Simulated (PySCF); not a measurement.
**Choosing a basis for TDDFT**

C₄H₅BO.
Structure used (PBE0-D3(BJ)/def2-SVP), in Å, numbered top down from 1:
```xyz
11
C4H5BO angstrom
B      2.1184   -0.0511    0.0678
C      0.6072    0.0294    0.0256
C     -0.3667   -0.9188   -0.2502
C     -1.6259   -0.2873   -0.1411
C     -1.3434    1.0149    0.1943
O     -0.0375    1.2155    0.2956
H      2.6405   -1.1122   -0.1772
H      2.7822    0.9191    0.3391
H     -0.1671   -1.9590   -0.5020
H     -2.6130   -0.7201   -0.2874
H     -1.9839    1.8748    0.3835
```

TDDFT with PBE0 (PySCF), vertical singlets, core orbitals frozen in the response, spherical d and f functions. Geometry: PBE0-D3(BJ)/def2-SVP; no solvent, vibrations or thermal averaging.

| basis | functions | diffuse | S1 (eV) | S2 (eV) | S3 (eV) | S4 (eV) | S5 (eV) | LUMO (eV) | α (au) |
| --- | --- | --- | --- | --- | --- | --- | --- | --- | --- |
| 6-31G* | 94 | no | 5.01 | 5.76 | 5.79 | 6.36 | 7.47 | -1.60 | 55.7 |
| def2-SVP | 109 | no | 4.96 | 5.65 | 5.73 | 6.28 | 7.39 | -1.86 | 58.7 |
| 6-31+G* | 118 | yes | 4.86 | 5.69 | 5.71 | 6.32 | 6.46 | -1.90 | 64.2 |
| def2-SVPD | 163 | yes | 4.87 | 5.62 | 5.68 | 6.26 | 6.93 | -1.97 | 66.8 |
| aug-cc-pVDZ | 183 | yes | 4.80 | 5.62 | 5.63 | 6.25 | 6.26 | -1.95 | 68.6 |
| def2-TZVP | 216 | no | 4.83 | 5.64 | 5.65 | 6.26 | 7.16 | -1.92 | 65.4 |
| def2-TZVPD | 270 | yes | 4.81 | 5.63 | 5.64 | 6.25 | 6.50 | -1.95 | 68.4 |

Q: Compare the sets with the largest diffuse one.

A: States are compared by their number. Against the largest diffuse basis here (def2-TZVPD, itself not a converged limit), sets without diffuse functions differ by up to 0.20 eV in S1 and 0.97 eV in S5; the smaller diffuse sets differ by up to 0.06 and 0.42 eV. State by state, the largest deviation of a set without diffuse functions is S1 0.20, S2 0.13, S3 0.15, S4 0.11, S5 0.97 eV. The same number needn't mean the same state in each row. Against def2-TZVPD the polarisability deviates by -19% in 6-31G*, -14% in def2-SVP, -6% in 6-31+G*, -2% in def2-SVPD, 0% in aug-cc-pVDZ, -4% in def2-TZVP. A single + in a Pople set puts diffuse functions on heavy atoms only.
